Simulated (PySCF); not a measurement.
Löwdin shares of the frontier orbitals

C4H8BF3P2.
Geometry (PBE0-D3(BJ)/def2-SVP, Å), atoms numbered from 1 in this order:
```
atom  x, y, z in Å
C1     2.8894    0.5461    0.3982
C2     1.9123   -0.0251   -0.3107
C3     0.7131   -0.6393    0.2840
C4    -0.0493   -1.7167   -0.4245
P5    -1.0107   -0.1620   -0.2563
P6    -0.7770    0.8639   -2.1893
B7    -2.4998   -0.2143    1.4560
F8    -1.7611   -1.0430    2.2329
F9    -3.5933   -0.7452    0.8867
F10   -2.5762    1.0662    1.8490
H11    2.8506    0.5906    1.4909
H12    3.7613    0.9854   -0.0914
H13    1.9827   -0.0555   -1.4044
H14    0.7216   -0.7187    1.3776
H15    0.2839   -1.9945   -1.4298
H16   -0.4303   -2.5483    0.1763
H17   -2.1453    0.6642   -2.5469
H18   -1.0207    2.1579   -1.6369
```

Computed with PySCF 2.14.0, density-fitted response routines, TDDFT PBE0/def2-SVPD, vertical, gas phase, core orbitals frozen in the response.

Kohn–Sham orbitals with the atoms that hold most of them (Löwdin shares over 4%, at most four atoms; ? is withheld):

```
orbital  ε (eV)                           atoms
 HOMO-3   -9.81  P6 38%, P5 19%, H18 8%, H17 6%
 HOMO-2   -9.03  P5 24%, C4 24%, C3 11%, P6 10%
 HOMO-1   -7.91                               ?
   HOMO   -7.42  C1 24%, C2 19%, P5 19%, C3 11%
   LUMO       ?                               ?
 LUMO+1   -0.83    P6 36%, P5 28%, C4 5%, B7 5%
 LUMO+2   -0.25  P6 27%, P5 10%, H17 10%, C4 8%
```

Question: Give the leading atoms of the HOMO-1.

Answer: P6 (bonded to P and 2 H) 35%; P5 (bonded to B, 2 C and P) 23%; C4 (bonded to C, P and 2 H) 6%; C2 (bonded to 2 C and H) 5%. By element: phosphorus 58%, carbon 10% or more.

Question: Give the leading atoms of the LUMO.

Answer: P5 (bonded to B, 2 C and P) 21%; C1 (bonded to C and 2 H) 17%; P6 (bonded to P and 2 H) 14%; C2 (bonded to 2 C and H) 14%. By element: phosphorus 35%, carbon 31% or more.

Question: What is the LUMO energy, and the HOMO–LUMO gap?

Answer: ε(LUMO) = -1.01 eV; the gap is 6.41 eV (0.2355 hartree).

Question: How does S1 compare with the orbital gap of 6.41 eV?

Answer: S1 is at 5.49 eV (f = 0.056), 0.92 eV below the gap, made of HOMO→LUMO (48%), HOMO→LUMO+1 (45%). 

Next come S2 at 5.61 eV (f 0.082), HOMO→LUMO+1 (37%), HOMO-1→LUMO (28%), HOMO→LUMO (22%); S3 at 5.97 eV (f 0.185), HOMO-1→LUMO (56%), HOMO→LUMO+2 (15%), HOMO→LUMO+1 (12%); S4 at 6.09 eV (f 0.147), HOMO-1→LUMO+1 (55%), HOMO→LUMO+2 (26%), HOMO-1→LUMO (9%); S5 at 6.22 eV (f 0.184), HOMO→LUMO+2 (43%), HOMO-1→LUMO+1 (22%), HOMO→LUMO (15%).

One conformer stands for the species.
